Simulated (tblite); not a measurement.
Compound: C11H10OSi.
Cartesian coordinates in Å at the GFN2-xTB level; atoms count from 1:
```xyz
23
C11H10OSi angstrom
O      4.422   -0.335    0.015
C      3.385    0.277    0.117
C      2.053   -0.322   -0.026
C      2.010   -1.677   -0.297
C      0.798   -2.345   -0.453
C     -0.378   -1.653   -0.337
C     -0.398   -0.270   -0.061
C     -1.631    0.428    0.055
Si    -3.307   -0.426   -0.149
C     -1.599    1.775    0.326
C     -0.391    2.461    0.487
C      0.802    1.801    0.378
C      0.840    0.419    0.101
H      3.408    1.359    0.332
H      2.948   -2.206   -0.386
H      0.792   -3.403   -0.665
H     -1.320   -2.167   -0.458
H     -3.462   -1.476    0.861
H     -4.344    0.589    0.036
H     -3.417   -1.002   -1.492
H     -2.525    2.326    0.418
H     -0.406    3.520    0.701
H      1.718    2.354    0.507
```

Computed values, GFN2-xTB/tblite, gas phase, harmonic and unscaled. Against measured fundamentals such values can be off by several per cent, at times by over 20. Modes of hydrogen on silicon can be 10 to 20 % off. One conformer, not necessarily the lowest.

Harmonic wavenumbers (cm⁻¹): 37.3, 49.2, 126.2, 138.2, 163.1, 165.5, 225.9, 229.1, 337.8, 379.6, 395.2, 429.1, 445.4, 482.9, 486.3, 541.4, 553.9, 569.0, 612.6, 701.0, 722.6, 766.9, 770.4, 779.7, 795.1, 801.6, 812.4, 834.3, 861.7, 891.3, 900.9, 917.0, 925.7, 927.7, 1063.9, 1118.1, 1139.8, 1180.6, 1192.7, 1218.1, 1230.9, 1237.6, 1321.4, 1360.3, 1369.8, 1388.7, 1416.0, 1444.9, 1506.7, 1550.6, 1584.1, 1586.2, 1723.2, 2243.2, 2244.9, 2269.1, 2800.0, 3068.2, 3079.8, 3080.4, 3088.0, 3095.9, 3104.3.

A = 1418, B = 493.5, C = 367.7 MHz; mass 186.050 u (most abundant isotopes); point group Cs, symmetry number 1.

Question: What is the zero-point energy?

Answer: Half the sum of the wavenumbers: 36242 cm⁻¹ = 103.62 kcal/mol.

Question: What is S at 273.15 K and 1 bar for an ideal gas of classical rigid rotors and harmonic oscillators?

Answer: Translation 41.16, rotation 31.24, vibration 33.19: S = 105.6 cal/(mol K).

Question: And Cp and H(273.15 K) − H(0)?

Answer: Cp = 45.76 cal/(mol K), of which vibrations give 37.81 (their classical limit is 63 R = 125.2); H(273.15 K) − H(0) = 7.08 kcal/mol without the zero-point energy, 4.90 from vibrations.

Question: Which modes carry the vibrational entropy at 273.15 K?

Answer: 37.3 cm⁻¹: 5.22; 49.2 cm⁻¹: 4.68; 126.2 cm⁻¹: 2.83; 138.2 cm⁻¹: 2.66; 163.1 cm⁻¹: 2.35; 165.5 cm⁻¹: 2.32 cal/(mol K); the other 57 give 13.12 together.

Question: Blend soft modes into free rotors: weight 1/[1 + (100 cm⁻¹/ν̃)⁴] for the oscillator and the rest for a rotor with moment μB/(μ + B), μ = h/(8π²ν), B = 10⁻⁴⁴ kg m². What vibrational entropy results?

Answer: 30.49 cal/(mol K) in place of 33.19, which changes −T·S at 273.15 K by +0.74 kcal/mol.

Question: How do the functions run with temperature in this model?

Answer: 
```
 T (K)  S (cal/(mol K))  Cp (cal/(mol K))  H − H(0) (kcal/mol)  G − H(0) (kcal/mol)  ln q(vib)
   150             84.3              27.3                 2.58               -10.06       3.71
   250            101.7              42.3                 6.06               -19.37       6.91
298.15            109.8              49.5                 8.27               -24.46       8.50
   400            126.3              63.2                14.02               -36.49      11.94
   600            156.0              83.3                28.81               -64.78      18.75
   900            193.5             101.2                56.74              -117.39      28.44
```

q(vib) and H(0) count from the zero-point level.

Question: What must be added to the electronic energy to get the Gibbs energy at 273.15 K and 1 bar?

Answer: ZPE + [H(273.15 K) − H(0)] − T·S = 103.62 + 7.08 − 28.84 = 81.86 kcal/mol.

Hindered rotation and anharmonicity are outside this model. Other conformers, if any are populated, would add a mixing term that is left out.
